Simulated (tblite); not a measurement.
Compound: C5H8FO (doublet state).
Atom-mapped SMILES: `[CH3:1][CH2:2][C@:3]([CH3:4])([F:5])[C:6]=[O:7]` (hydrogens: H8, H9, H10 on C1; H11, H12 on C2; H13, H14, H15 on C4)

Computed geometry: GFN2-xTB, gas phase. This method treats the open shell by occupation alone, without spin polarisation.

(1) List the bond lengths, angles and torsions at this level.

## Answers

(1) 
```tsv
bond	length (Å)	order
C1–C2	1.522	single
C2–C3	1.534	single
C3–C4	1.525	single
C3–F5	1.409	single
C3–C6	1.493	single
C6=O7	1.185	double
C1–H8, C1–H9, C1–H10	1.087	single
C2–H11	1.092	single
C2–H12	1.092	single
C4–H13, C4–H14, C4–H15	1.087	single
```

Bonds in one row agree within 0.01 Å and their mean is given. Orders are formal, as drawn. A selection of angles:
```tsv
angle	degrees
C2–C1–H8	111.2
C2–C1–H9	110.4
H8–C1–H9	108.7
H8–C1–H10	108.2
C1–C2–C3	113.1
C1–C2–H11	109.9
C1–C2–H12	110.6
C3–C2–H11	107.7
C3–C2–H12	107.7
H11–C2–H12	107.7
C2–C3–C4	114.2
C2–C3–F5	106.7
C2–C3–C6	109.2
C4–C3–F5	107.3
C4–C3–C6	109.3
F5–C3–C6	110.1
C3–C4–H13	109.4
H13–C4–H14	108.7
C3–C6–O7	132.9
```

Torsions: C1–C2–C3–C4 -63° (synclinal); C2–C3–C6–O7 117° (anticlinal).

Of the pairs four or more bonds apart, C6···H9 is among the closest relative to their van der Waals radii: 2.59 Å, 89 % of the sum of Bondi's values. The 4 C–C bonds span 1.493 Å (C3–C6, drawn single) to 1.534 Å (C2–C3, drawn single), a spread of 0.041 Å.

Point group: C1 (no symmetry element, even within 0.4 Å). Its GFN2-xTB frequencies are all real (lowest 64 cm⁻¹).

One conformer stands for the species.
